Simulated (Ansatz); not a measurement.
Spin gap between two states, R1 and P1; the higher of the two is an excited state, each structure at its B3LYP-D3(BJ)/def2-TZVP stationary point, reached from a drawn start (curvature not checked).
R1, CF2 (SMILES F[C]F) (charge 0, multiplicity 1):
```xyz
3

C      0.000     0.000    -0.531
F      1.032     0.000     0.265
F     -1.032     0.000     0.265
```
P1, CF2 (SMILES F[C]F) (charge 0, multiplicity 3):
```xyz
3

C      0.00000     0.00000    -0.44178
F      1.13899     0.00000     0.22089
F     -1.13899     0.00000     0.22089
```

P less R. No zero-point or thermal terms; singlets are restricted closed shells; open shells are unrestricted.

Frozen-core correlation throughout.

Codes used: Ansatz (a quantum-chemistry and plane-wave program). All values are computed, each at the level named.

Total energies in hartree:

```json
[
 {"structure": "R1", "PBE/def2-TZVPP": "-237.575399", "PBE0/def2-TZVPP": "-237.569117", "CCSD(T)/cc-pVQZ": "-237.492644"},
 {"structure": "P1", "PBE/def2-TZVPP": "-237.493401", "PBE0/def2-TZVPP": "-237.491630", "CCSD(T)/cc-pVQZ": "-237.402228"}
]
```

Problem. Work out the spin gap at each level in eV (1 hartree = 27.21139 eV), and say how far PBE/def2-TZVPP lies from CCSD(T)/cc-pVQZ.

Solution. 
- PBE/def2-TZVPP: (-237.493401) − (-237.575399) = 0.081998 hartree = 2.231 eV
- PBE0/def2-TZVPP: (-237.491630) − (-237.569117) = 0.077487 hartree = 2.109 eV
- CCSD(T)/cc-pVQZ: (-237.402228) − (-237.492644) = 0.090416 hartree = 2.460 eV
PBE/def2-TZVPP less CCSD(T)/cc-pVQZ: -0.229 eV. CCSD(T)/cc-pVQZ is the level counted from, the highest shown, and no exact or measured value.
